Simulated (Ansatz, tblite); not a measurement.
Forces on triphenyltelluronium hexafluoroantimonate, `[F][Sb-]([F])([F])([F])([F])[F].c1ccc([Te+](c2ccccc2)c2ccccc2)cc1` at its PBE-D4/def2-SVP geometry. Total charge 0; singlet.

In the def2 sets Sb, Te take a core potential; there is no spin–orbit coupling. The xTB rows come from tblite. Single mean-field runs in def2-TZVP are fitted with def2-universal-jkfit.

GFN2-xTB (tblite), largest force 0.78 eV/Å:

```xyz
41
positions Å, forces eV/Å
F     2.428    1.676    4.404    0.111   -0.134   -0.304
Sb    3.238    0.971    2.796    0.241   -0.031    0.165
F     4.056    2.661    2.353   -0.171   -0.301    0.038
F     1.591    1.517    1.789   -0.004   -0.021   -0.057
F     4.796    0.287    3.698   -0.306    0.111   -0.192
F     3.816    0.240    1.059   -0.216   -0.004    0.278
F     2.246   -0.707    3.075    0.076    0.159   -0.200
C    -3.301    0.298    2.887    0.278   -0.055   -0.167
C    -3.394   -0.098    1.542    0.290    0.019    0.134
C    -2.231   -0.349    0.798   -0.122    0.131    0.452
C    -0.980   -0.184    1.418   -0.234    0.126    0.238
Te    0.851   -0.549    0.350   -0.051    0.141    0.061
C     0.846    1.118   -0.999    0.059    0.339   -0.139
C    -0.318    1.533   -1.664    0.288    0.325   -0.160
C    -0.246    2.639   -2.525    0.270   -0.090    0.153
C     0.974    3.310   -2.711   -0.020   -0.251    0.202
C     2.127    2.885   -2.031   -0.200   -0.108    0.069
C     2.072    1.785   -1.160   -0.384    0.214   -0.306
C    -0.083   -1.908   -1.051   -0.117   -0.279   -0.241
C     0.029   -1.725   -2.441   -0.245   -0.479    0.083
C    -0.499   -2.695   -3.310   -0.050   -0.027    0.308
C    -1.128   -3.840   -2.795    0.136    0.241    0.228
C    -1.226   -4.024   -1.405    0.113    0.259   -0.140
C    -0.699   -3.062   -0.529   -0.046   -0.049   -0.524
C    -0.868    0.200    2.766   -0.563   -0.078   -0.214
C    -2.044    0.440    3.495    0.019   -0.057   -0.213
H    -4.216    0.491    3.467    0.580   -0.123   -0.371
H    -4.379   -0.218    1.065    0.619    0.080    0.318
H    -2.309   -0.686   -0.246    0.081    0.189    0.597
H    -1.276    1.014   -1.516    0.582    0.257   -0.048
H    -1.153    2.979   -3.049    0.588   -0.205    0.324
H     1.023    4.178   -3.386   -0.029   -0.549    0.425
H     3.080    3.419   -2.165   -0.621   -0.322    0.067
H     2.965    1.467   -0.600   -0.597    0.225   -0.457
H     0.518   -0.830   -2.855   -0.257   -0.516    0.304
H    -0.416   -2.550   -4.399   -0.062   -0.115    0.703
H    -1.540   -4.596   -3.480    0.270    0.475    0.435
H    -1.714   -4.922   -0.997    0.316    0.573   -0.288
H    -0.784   -3.215    0.559    0.121    0.186   -0.615
H     0.114    0.309    3.244   -0.656   -0.063   -0.262
H    -1.965    0.741    4.551   -0.084   -0.192   -0.681
```

PBE-D4/def2-TZVP (Ansatz), largest force 0.66 eV/Å:

```
F 0.296 -0.205 -0.503
Sb -0.012 -0.069 -0.012
F -0.255 -0.540 0.161
F 0.475 0.001 0.340
F -0.529 0.253 -0.307
F -0.088 0.206 0.579
F 0.369 0.453 -0.021
C 0.053 -0.008 -0.032
C 0.036 0.002 0.022
C 0.039 0.027 0.060
C -0.118 0.010 0.121
Te -0.498 0.001 -0.382
C 0.029 0.140 -0.077
C 0.068 0.017 0.007
C 0.039 -0.016 0.022
C 0.003 -0.042 0.040
C -0.031 -0.001 -0.004
C -0.096 -0.003 -0.071
C -0.022 -0.168 -0.114
C -0.003 -0.037 0.065
C -0.031 -0.033 0.048
C 0.033 0.056 0.044
C 0.006 0.036 -0.042
C 0.024 0.028 -0.055
C -0.106 -0.028 -0.072
C -0.009 -0.011 -0.021
H 0.261 -0.058 -0.169
H 0.289 0.037 0.143
H 0.033 0.100 0.323
H 0.292 0.147 -0.035
H 0.270 -0.097 0.155
H -0.013 -0.248 0.194
H -0.285 -0.151 0.038
H -0.272 0.105 -0.209
H -0.151 -0.272 0.146
H -0.028 -0.051 0.333
H 0.119 0.215 0.197
H 0.150 0.274 -0.131
H 0.032 0.061 -0.334
H -0.338 -0.040 -0.126
H -0.033 -0.089 -0.319
```

r2SCAN-D4/def2-TZVP (Ansatz), largest force 1.36 eV/Å:

```
F 0.578 -0.458 -1.076
Sb -0.047 -0.090 -0.036
F -0.548 -1.145 0.315
F 0.951 -0.203 0.616
F -1.091 0.502 -0.632
F -0.293 0.458 1.158
F 0.685 1.025 -0.115
C 0.106 -0.018 -0.058
C 0.078 0.010 0.050
C 0.013 0.028 0.102
C -0.184 0.040 0.200
Te -0.728 0.030 -0.552
C 0.061 0.243 -0.117
C 0.100 0.054 -0.003
C 0.081 -0.027 0.044
C 0.006 -0.086 0.076
C -0.075 -0.013 -0.005
C -0.130 0.026 -0.088
C -0.052 -0.248 -0.181
C -0.021 -0.076 0.070
C -0.046 -0.054 0.094
C 0.056 0.098 0.074
C 0.027 0.079 -0.062
C 0.017 0.013 -0.107
C -0.148 -0.028 -0.074
C -0.023 -0.022 -0.062
H 0.463 -0.100 -0.297
H 0.506 0.063 0.246
H 0.044 0.172 0.546
H 0.496 0.250 -0.070
H 0.468 -0.172 0.271
H -0.024 -0.439 0.343
H -0.495 -0.268 0.067
H -0.465 0.172 -0.324
H -0.249 -0.467 0.230
H -0.046 -0.082 0.571
H 0.211 0.381 0.347
H 0.257 0.471 -0.220
H 0.054 0.097 -0.559
H -0.539 -0.058 -0.231
H -0.051 -0.156 -0.551
```
